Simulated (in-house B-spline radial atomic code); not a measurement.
Configurations of the phosphorus ion P⁺, with energies counted from [Ne] 3s2 3p2. All numbers are computed (non-relativistic r2SCAN0, spin-polarised, spherical fractional occupations, exact exchange averaged over the configuration; point nucleus) with a B-spline radial code for spherical atoms, not measured. Shells without spins written out take the highest spin.

Occupations are held fixed; configurations that lie above the ionisation limit could autoionise.

```tsv
configuration	E - E(ref) (eV)	highest orbital	its <r> (bohr)
[Ne] 3s1 3p3	4.7331	3p up	2.06
[Ne] 3s2 3p1 4f1	16.526	4f up	8.813
[Ne] 3s1 3p2 4s1	16.973	4s up	4.661
[Ne] 3s1 3p2 4f1	22.574	4f up	8.742
[He] 2s2 2p5 3s2 3p3	129.14	3p up	1.901
```

Order these further configurations by energy, lowest first.
A. [He] 2s2 2p5 3s2 3p2 4s1
B. [He] 2s2 2p5 3s2 3p2 4d1
C. [Ne] 3s2 3p1 4d1
D. [Ne] 3s1 3p2 3d1
E. [He] 2s2 2p5 3s2 3p2 4f1

C (15.576 eV), D (16.887 eV), A (143.21 eV), B (147.89 eV), E (149.14 eV).
